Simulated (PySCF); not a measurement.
Si(H)2(OH)(SMe) (CH6OSSi), SMILES CS[SiH2]O. Atoms are numbered in the order given.

```xyz
10

Si     0.7923    -0.3996    -0.5447
O      2.1913    -0.3193     0.3487
S     -0.7128     0.7846     0.4057
C     -2.1947    -0.1881    -0.0209
H      0.2243    -1.7782    -0.6439
H      1.1655     0.0852    -1.8964
H      2.0985    -0.4653     1.2964
H     -2.3996    -0.1592    -1.1004
H     -2.0970    -1.2323     0.3086
H     -3.0401     0.2737     0.5071
```

Geometry optimised at ωB97X-D3(BJ)/def2-SVP. This is a generated structure with no PubChem entry under its InChIKey; it may be hypothetical. Other conformers were not sampled.

Two levels are set side by side: PBE/pcSseg-1 (PySCF) and KT2/pcSseg-1 (PySCF). GIAO shifts against H2O (¹⁷O), H2S (³³S), TMS (²⁹Si), TMS (¹H), TMS (¹³C) at the same level; non-relativistic, no solvent, atoms listed together averaged. Differences are taken from unrounded values.

| quantity | KT2 |
|---|---|
| δ(²⁹Si) of Si1 (ppm) | 6.2 |
| δ(¹⁷O) of O2 (ppm) | 49.0 |
| δ(³³S) of S3 (ppm) | 55.8 |
| δ(¹³C) of C4 (ppm) | 16.1 |
| δ(¹H) of H5, H6 (ppm) | 5.80 |
| δ(¹H) of H7 (ppm) | 1.24 |

### Question
What does PBE give, and how far is it from KT2? (The exact figures need the calculation; the answer reports its results.)

### Answer

```
quantity                PBE  PBE minus KT2
---------------------  ----  -------------
δ(²⁹Si) of Si1 (ppm)    5.5           -0.7
δ(¹⁷O) of O2 (ppm)     53.0            4.0
δ(³³S) of S3 (ppm)     56.5            0.7
δ(¹³C) of C4 (ppm)     16.4            0.3
δ(¹H) of H5, H6 (ppm)  5.85           0.05
δ(¹H) of H7 (ppm)      1.29           0.05
```

Rough cost on one machine, each run with all the roots and properties that it gave: KT2 against PBE within a factor of 2.
